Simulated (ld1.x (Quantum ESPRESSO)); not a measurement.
## Transferability test, TM semilocal potential for Ba

ld1.x (Quantum ESPRESSO) 7.5 input, shortened:

```
&input
   title='Ba', zed=56., rel=1, dft='PBE', iswitch=3,
   config='[Xe] 5d0 6s2 6p0'
 /
 &inputp
   pseudotype=1, tm=.true., lloc=0,
   nlcc=.true., new_core_ps=.true.
 /
3
5P  2  1   6.00   0.00  1.95  1.95  0.0
5D  3  2   0.00   0.00  3.65  3.65  0.0
6S  1  0   2.00   0.00  3.80  3.80  0.0
 &test
   configts(1)='5p6 5d0 6s2 6p0'
 /
```

Energies are relative to the spin-unpolarised reference configuration 5p6 5d0 6s2 6p0; without spin polarisation the order of configurations can differ from experiment. Not all tests gave a result: 1 of 7 tests not solved or not reliable. Left out of the table: 5p6 5d0 6s0 6p2 (solver errors, printed error -6.9 eV). The frozen-core shift is the all-electron ΔE with the core orbitals held at their reference shape minus the fully relaxed ΔE.

```tsv
valence configuration	charge	ΔE all-electron (eV)	error AE − PS (meV)	frozen-core shift (meV)
5p6 5d0 6s1 6p0	+1	5.362	+2.4	+1.0
5p6 5d0 6s0 6p0	+2	15.344	+1.2	+6.1
5p6 5d0 6s1.5 6p0	+0.5	2.136	+0.5	+0.2
5p6 5d1 6s0 6p0	+1	6.044	-42	+5.4
```

Problem. What are ΔE and the potential's error for 5p6 5d0.5 6s1.5 6p0?

Solution. ΔE = 0.638 eV all-electron; the error (AE − PS) is -5.7 meV.

Problem. What are ΔE and the potential's error for 5p6 5d1 6s1 6p0?

Solution. ΔE = 1.332 eV all-electron; the error (AE − PS) is -18 meV.
